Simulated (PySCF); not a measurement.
## Calculated data, AlGeH₄NO, B₂ClGeH₄, CH₅BClGe

Calculation on a computer-drawn molecule: optimised geometry and harmonic frequencies of an isolated molecule of the commonest isotopes, restricted reference for singlets and unrestricted otherwise, frozen core in MP2; on germanium a core potential holds 10 electrons, which the energies leave out, and 3d is frozen in MP2 and coupled-cluster steps. Program: PySCF 2.14.0.

Common to all runs: multiplicity 1; method HF; basis cc-pV(D+d)Z; basis and core potential on germanium cc-pVDZ-PP ECP10MDF.

(1) AlGeH₄NO

Start structure:
```xyz
8
AlGeH4NO
O     -0.3288    -3.5459     2.6389
Ge    -1.3603    -2.7279     1.5016
N     -0.3323    -2.0885     0.1374
Al     1.3684    -1.6411    -0.1987
H      0.2215    -4.2186     2.2557
H     -2.4382    -3.6212     0.9565
H     -1.9181    -1.6791     2.4542
H     -0.9723    -1.8998    -0.7100
```

Here we set charge 0.

Results for AlGeH₄NO: rotational constants 7.895, 2.312, 1.831 GHz; total energy -666.9914 hartree; convergence status largest gradient component 7.491e-06 hartree/bohr.

Drawn bonds:
```tsv
atom	other atom	order
1	2	1
2	3	1
3	4	1
1	5	1
2	6	1
2	7	1
3	8	1
```

Optimised structure:
```xyz
8
AlGeH4NO
O      0.1033    -3.4565     2.1728
Ge    -1.3479    -2.7461     1.3994
N     -0.4635    -1.9332     0.0401
Al     1.3410    -2.1237    -0.1695
H     -0.0143    -4.1555     2.7984
H     -2.3060    -3.8713     0.9852
H     -2.0567    -1.7939     2.3696
H     -1.0160    -1.3419    -0.5605
```

Modes:
```tsv
frequency (cm⁻¹)	reduced mass (dalton)
59.7	8.183
83.73	1.803
156.9	1.714
306.5	8.432
363.6	1.13
619.7	5.668
641.1	1.236
675.6	1.096
717.2	11.18
797.6	2.731
854.7	1.178
943.1	1.159
991.8	1.044
1119	1.329
2199	1.024
2233	1.015
3756	1.075
4173	1.067
```

(2) B₂ClGeH₄

Start structure:
```xyz
8
B2ClGeH4
B     -2.0287     0.5505    -0.6393
Ge    -0.9397     1.3701    -2.0702
B      0.0178     0.0615    -3.3285
Cl     0.7823    -0.8879    -4.2122
H     -2.2149    -0.5873    -0.5114
H     -2.7061     1.2917     0.1019
H     -1.6388     2.2055    -3.0384
H      0.1833     2.1665    -1.5720
```

Here we set charge 1.

Results for B₂ClGeH₄: rotational constants 10.1, 1.233, 1.114 GHz; total energy -804.2916 hartree; convergence status largest gradient component 2.867e-05 hartree/bohr.

Drawn bonds:
```tsv
atom	other atom	order
1	2	1
2	3	1
3	4	1
1	5	1
1	6	1
2	7	1
2	8	1
```

Optimised structure:
```xyz
8
B2ClGeH4
B     -2.1122     0.5265    -0.6118
Ge    -0.9452     1.5105    -2.0495
B      0.0300     0.0543    -3.2903
Cl     0.7694    -1.0497    -4.2313
H     -2.1595    -0.6615    -0.5626
H     -2.7138     1.2255     0.1397
H     -1.6892     2.2971    -3.1209
H      0.2758     2.2680    -1.5434
```

Modes:
```tsv
frequency (cm⁻¹)	reduced mass (dalton)
91.08	3.75
124.3	1.025
200.3	2.823
261.5	28.28
301	5.537
380.4	1.318
546.9	4.708
660.4	1.207
679.8	1.133
795	1.132
926.2	1.024
972.4	1.324
1210	6.753
1239	1.209
2266	1.016
2268	1.025
2741	1.046
2862	1.134
```

(3) CH₅BClGe

Start structure:
```xyz
9
CH5BClGe
C     -0.1456    -0.2239     2.2084
B      1.1914     0.3360     2.0056
Ge     1.6601     2.3841     2.6191
Cl     3.5886     3.0527     2.6474
H     -0.5865    -0.3901     1.1586
H     -0.1028    -1.3338     2.5562
H     -0.8278     0.3042     2.7770
H      2.1998    -0.2217     1.5531
H      0.6792     3.3800     3.0860
```

It was run with charge 1.

It finds rotational constants 7.19, 1.817, 1.555 GHz; total energy -818.1028 hartree; convergence status largest gradient component 3.054e-06 hartree/bohr.

Drawn bonds:
```tsv
atom	other atom	order
1	2	1
2	3	1
3	4	1
1	5	1
1	6	1
1	7	1
2	8	1
3	9	1
```

Optimised structure:
```xyz
9
CH5BClGe
C     -0.0463    -0.3447     2.3657
B      1.1551     0.4191     1.7573
Ge     1.6229     2.4022     2.3815
Cl     2.9773     2.6289     3.9493
H     -0.8635    -0.2152     1.6360
H      0.1559    -1.4175     2.4014
H     -0.4116    -0.0026     3.3330
H      1.8910     0.0500     0.8977
H      1.1756     3.7672     1.8896
```

Modes:
```tsv
frequency (cm⁻¹)	reduced mass (dalton)
46.94	2.939
80.19	1.161
130.9	3.042
197.6	2.424
404.1	2.783
492	2.285
524.4	3.312
600.5	1.141
755.9	1.074
878.5	1.171
907.7	1.654
1084	2.342
1147	1.521
1427	1.247
1512	1.049
1558	1.086
2305	1.022
2796	1.095
3122	1.055
3233	1.076
3293	1.104
```
